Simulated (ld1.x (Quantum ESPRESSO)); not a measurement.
# What one change does to a pseudopotential (Ni, TM)

* Element: nickel
* Generator: ld1.x (Quantum ESPRESSO) 7.5
* Type: norm-conserving Troullier–Martins (Kleinman–Bylander form)
* Functional: PBE
* Relativity: scalar-relativistic
* Frozen core: [Ar]
* Valence charge: 10
* Reference configuration: 3d8 4s0 4p0 (charge +2)
* Partial waves: 4s (bound, empty): rc 2.25 bohr; 4p (bound, empty): rc 1.90 bohr; 3d (bound): rc 1.40 bohr
* Local potential: all-electron potential smoothed inside 1.60 bohr (lloc = -1)
* Core correction: none

Change: reference 3d8 4s1 4p1.

Cutoffs: the cutoffs (Ry, on a coarse ladder) from which the occupation-weighted sum of valence levels, in a spherical-Bessel basis at the reference potential, stays within 10 and 1 mRy of its value at 400 Ry; they do not see the model core or the augmentation charge, which bear on the density cutoff. Errors are all-electron minus pseudo energies relative to the spin-unpolarised reference configuration.

Q: What does the change do?

A: The potential gets neither clearly harder nor softer (140 Ry and 230 Ry → 140 Ry and 230 Ry); the bound ghost in s disappears; the number of tests that count goes from 6 to 7; the range in which the d phases agree widens (upper end -0.0 → 1.2).

| quantity | base | changed |
| --- | --- | --- |
| cutoff, loose | 140 Ry | 140 Ry |
| cutoff, tight | 230 Ry | 230 Ry |
| bound ghosts | s | none |
| tests counted (converged, no solver errors) | 6 of 7 | 7 of 7 |
| s: phases at 2.46 bohr within 0.05 rad from the reference energy up to (Ry; the scan ends near 5) | -0.9 | 0.1 |
| p: phases at 2.46 bohr within 0.05 rad from the reference energy up to (Ry; the scan ends near 5) | 0.9 | 1.5 |
| d: phases at 2.46 bohr within 0.05 rad from the reference energy up to (Ry; the scan ends near 5) | -0.0 | 1.2 |

Base: Tests not counted: 3d9 4s1 4p0 (solver errors, printed error +2.8 eV). These tests converged, but a pseudo level misses the all-electron one widely, so the file describes the atom poorly there or has found another state: 3d6 4s0 4p0: empty 4s by 9.3 eV (a node warning on the way). Changed file: These tests converged, but a pseudo level misses the all-electron one widely, so the file describes the atom poorly there or has found another state: 3d6 4s0 4p0: empty 4s by 12.7 eV (a node warning on the way). A true bound ghost makes a file unfit for plane-wave use even where its test errors are small: the radial tests pick states by their node count and pass the ghost by. Where a test does run into it, the solver fails or the error is huge.
